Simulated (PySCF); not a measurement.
H₅OSi₂, SMILES O([SiH3])[SiH2] (connectivity only; charge and spin as stated), charge +1, multiplicity 1.

Geometry: B3LYP-D3(BJ)/def2-TZVP. The multiplicity is an assumed one; other spin states were not compared. The isomer is the one that the SMILES or the coordinates give; other isomers of the formula were not compared.

Method: B3LYP-D3(BJ)/def2-TZVP run with PySCF.

Frequencies are harmonic and unscaled.

```json
[
 {"mode": "1", "ν (cm⁻¹)": "36", "IR (km/mol)": "0.1", "moving atoms (share of kinetic energy)": "H 100 %"},
 {"mode": "2", "ν (cm⁻¹)": "58", "IR (km/mol)": "11.0", "moving atoms (share of kinetic energy)": "O 66 %, H 21 %, Si 13 %"},
 {"mode": "3", "ν (cm⁻¹)": "144", "IR (km/mol)": "11.6", "moving atoms (share of kinetic energy)": "O 69 %, H 17 %, Si 13 %"},
 {"mode": "4", "ν (cm⁻¹)": "503", "IR (km/mol)": "36.2", "moving atoms (share of kinetic energy)": "Si 87 %"},
 {"mode": "5", "ν (cm⁻¹)": "686", "IR (km/mol)": "15.5", "moving atoms (share of kinetic energy)": "H 88 %, Si 10 %"},
 {"mode": "6", "ν (cm⁻¹)": "707", "IR (km/mol)": "82.4", "moving atoms (share of kinetic energy)": "H 82 %, O 11 %"},
 {"mode": "7", "ν (cm⁻¹)": "709", "IR (km/mol)": "58.9", "moving atoms (share of kinetic energy)": "H 85 %, O 8 %"},
 {"mode": "8", "ν (cm⁻¹)": "723", "IR (km/mol)": "37.0", "moving atoms (share of kinetic energy)": "H 87 %, Si 13 %"},
 {"mode": "9", "ν (cm⁻¹)": "939", "IR (km/mol)": "391.3", "moving atoms (share of kinetic energy)": "H 91 %, Si 8 %"},
 {"mode": "10", "ν (cm⁻¹)": "950", "IR (km/mol)": "95.6", "moving atoms (share of kinetic energy)": "H 95 %"},
 {"mode": "11", "ν (cm⁻¹)": "956", "IR (km/mol)": "63.0", "moving atoms (share of kinetic energy)": "H 96 %"},
 {"mode": "12", "ν (cm⁻¹)": "979", "IR (km/mol)": "1.0", "moving atoms (share of kinetic energy)": "H 93 %"},
 {"mode": "13", "ν (cm⁻¹)": "1246", "IR (km/mol)": "393.7", "moving atoms (share of kinetic energy)": "O 72 %, Si 24 %"},
 {"mode": "14", "ν (cm⁻¹)": "2289", "IR (km/mol)": "14.3", "moving atoms (share of kinetic energy)": "H 99 %"},
 {"mode": "15", "ν (cm⁻¹)": "2294", "IR (km/mol)": "1.2", "moving atoms (share of kinetic energy)": "H 98 %"},
 {"mode": "16", "ν (cm⁻¹)": "2319", "IR (km/mol)": "47.5", "moving atoms (share of kinetic energy)": "H 95 %"},
 {"mode": "17", "ν (cm⁻¹)": "2320", "IR (km/mol)": "43.0", "moving atoms (share of kinetic energy)": "H 95 %"},
 {"mode": "18", "ν (cm⁻¹)": "2355", "IR (km/mol)": "4.3", "moving atoms (share of kinetic energy)": "H 95 %"}
]
```
